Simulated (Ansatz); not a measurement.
**Abstraction of H: C3H6 + C2H5Ge → C3H5 + C2H6Ge**

Species: C3H6 (cyclopropane) `C1CC1`, singlet; C2H5Ge `C=[CH][GeH2]`, doublet; C3H5 (cyclopropyl) `[CH]1CC1`, doublet; C2H6Ge `C=[CH][GeH3]`, singlet. A radical takes H: the energy is the difference in strength between the C–H bond broken and the Ge–H bond made.

Shapes, held fixed at every level: PBE0-D4/def2-TZVP. Flexible molecules stand in one conformer, not always the lowest. Programs: Ansatz 0.2.0. The zero-point and thermal change to 298 K, harmonic and unscaled (PBE0-D4/def2-TZVP), is -13.2 kJ/mol.

```csv
level,kind,ΔH(298 K) (kJ/mol),CPU time (sum over the molecules)
HF/def2-SVP,Hartree–Fock,+84.4,–
HF/def2-TZVPP,Hartree–Fock,+84.0,–
SPW92/def2-TZVPP,LDA,+112.8,11 s
BHLYP-D4/def2-TZVPP,global hybrid,+96.2,24 s
r2SCAN0-D4/def2-TZVPP,global hybrid,+95.8,42 s
wB97M-V/def2-TZVPP,range-separated hybrid,+105.5,89 s
B2PLYP/def2-TZVPP,double hybrid,+100.8,41 s
```

B2PLYP/def2-TZVPP gives ΔH(298 K) = +100.8 kJ/mol; the levels span +84.0 to +112.8. The median of the levels is +96.2. No measured value is set beside it here. Spin contamination: C2H5Ge (⟨S²⟩ up to 0.88). Open shells run unrestricted. Relativity is left out for Ge. Outer-core shells of Ge are correlated, in sets that cover them unevenly. Times are processor times on shared x86 and Arm servers, and rough.
